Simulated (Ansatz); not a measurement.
ClH3Si (SMILES [SiH3]Cl) moved off its minimum; all values from Ansatz (a quantum-chemistry and plane-wave program), cores frozen in correlated methods.
(charge 0, multiplicity 1)
```xyz
5

Si    -0.95946    -0.03389    -0.06560
Cl     1.07558     0.02960     0.03724
H     -1.40275    -1.00213    -1.05411
H     -1.50193     1.32301    -0.36362
H     -1.46529    -0.48609     1.27632
```

Problem. Give the forces (eV/Å), the total energy and the dipole at CCSD(T)/aug-cc-pV(T+d)Z.

Solution. 
| atom | Fx | Fy | Fz |
|---|---|---|---|
| Si1 | -0.767 | 0.260 | 0.893 |
| Cl2 | 0.436 | 0.031 | -0.084 |
| H3 | -0.008 | -0.226 | -0.405 |
| H4 | 0.179 | -0.253 | -0.009 |
| H5 | 0.159 | 0.187 | -0.395 |
Energy -750.6396 hartree, dipole 1.10 D.
